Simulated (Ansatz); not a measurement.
`[SeH][SnH3]` + CH₃NH₂ → `NC[SeH]` + `[SnH4]` at 400 K and 1 bar (formal exchange of groups at the Se–Sn bond).

Computed with Ansatz on PBE0-D4/def2-TZVP structures; ΔE is electronic, products minus reactants. CBS: MP2 limit from def2 TZ/QZ plus the TZ coupled-cluster correction, frozen cores. def2 core potentials past Kr. For Se, Sn outer-core shells are correlated without core-valence functions, which leaves a few kJ/mol of doubt a bond. Scalar relativity is left out up to krypton. One conformer a species, not always the lowest.

```
      species  CCSD(T)/CBS energy (Eh)  H − E (kJ/mol)  S (J/(mol·K))
`[SeH][SnH3]`              -2617.13827            97.4          338.5
       CH₃NH₂                -95.75281           185.4          256.0
    `NC[SeH]`              -2496.45127           187.5          325.1
     `[SnH4]`               -216.39156            85.2          244.6
```

H − E and S are ideal-gas, rigid-rotor, harmonic terms from PBE0-D4/def2-TZVP, for one conformer and one mirror image of each species. 1 Eh = 2625.50 kJ/mol, R = 8.31446 J/(mol·K).

Question: By hand: ΔE, ΔH, ΔS and ΔG.

Answer: ΔE = (-2496.45127) + (-216.39156) − (-2617.13827) − (-95.75281) = 0.04825 Eh = 126.7 kJ/mol. Δ(H − E) = 187.5 + 85.2 − 97.4 − 185.4 = -10.1, so ΔH = 116.6 kJ/mol. ΔS = 325.1 + 244.6 − 338.5 − 256.0 = -24.8 J/(mol·K). ΔG = 116.6 − 400 × (-24.8)/1000 = 126.5 kJ/mol.

Question: By hand: the equilibrium constant, and the temperature at which ΔG would vanish if ΔH and ΔS stayed fixed.

Answer: log₁₀ K = −ΔG/(RT ln 10) = -16.5. ΔH and −TΔS have one sign here, so there is no such temperature.

ΔH outweighs TΔS. A doubt of 5 kJ/mol in ΔE shifts log₁₀ K by 0.7 here. Other conformers and mirror images would add mixing entropy, several J/(mol·K) or more a flexible species. These are equilibria of isolated gas molecules and say nothing of rates. Largest T1 diagnostic: 0.013 (customary marks: 0.02 for closed shells, 0.045 for open ones).
